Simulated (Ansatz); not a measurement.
The first iterations of a band of BClH2O + H3P (9 atoms, charge 0, multiplicity 1).

Computed with RKS B3LYP/def2-SVP in Ansatz 0.2.0.

```json
{"movable images": "5", "climbing image": "yes", "spring": "5.0 eV/Å²", "optimiser": "quadratic models (default)", "start path": "through a guess of the saddle point", "force threshold": "0.05 eV/Å", "iteration limit": "60", "end points": "relaxed"}
```

Initial state:

```xyz
9
Properties=species:S:1:pos:R:3
B 0.166 -1.305 -0.382
Cl -0.134 -0.846 1.314
H 1.289 -1.314 -0.802
O -0.844 -1.644 -1.195
H -1.718 -1.613 -0.781
P -0.417 3.823 1.449
H -1.841 3.803 1.583
H -0.208 3.856 2.864
H -0.325 2.398 1.391
```

Final state:

```xyz
9
Properties=species:S:1:pos:R:3
B -0.174 0.580 -0.326
Cl -0.395 -0.401 3.128
H 0.940 0.110 -0.384
O -1.261 -0.126 -0.701
H -1.060 -1.027 -0.987
P -0.390 2.447 0.125
H -1.611 2.383 0.861
H 0.488 2.487 1.248
H -0.568 0.705 2.478
```

| iteration | highest image above the first end (eV) | largest band force component (eV/Å) |
| --- | --- | --- |
| 1 | 6.794 | 9.302 |
| 2 | 4.108 | 4.554 |
| 3 | 3.380 | 2.824 |
| 4 | 2.668 | 2.220 |
| 5 | 2.310 | 1.952 |
| 6 | 2.419 | 1.439 |
| 7 | 2.398 | 1.350 |
| 8 | 2.237 | 0.911 |
| 9 | 2.061 | 0.822 |
| 10 | 1.953 | 0.553 |

Task: Does the band converge within its limit, and where does its top end?

Result: The run converged. It ended after 32 iterations with the highest image 2.035 eV above the first end. The profile has 2 maxima (images 3, 5) with wells between them (image 4): this band takes more than one step, which may be the mechanism or a detour left from its start path. Neighbouring images differ by up to 1.9 eV, so the band resolves the path poorly. A vibrational analysis at the climbing image gives one clearly imaginary mode, 817i cm⁻¹: a first-order saddle point. The orbitals stay closed-shell, which can raise the energy where a bond breaks towards radicals; this wasn't checked here.

The run took 3.8 min on 2 threads of Intel(R) Xeon(R) Platinum 8488C (Sapphire Rapids), with other jobs on the host, peak memory 0.2 GiB.
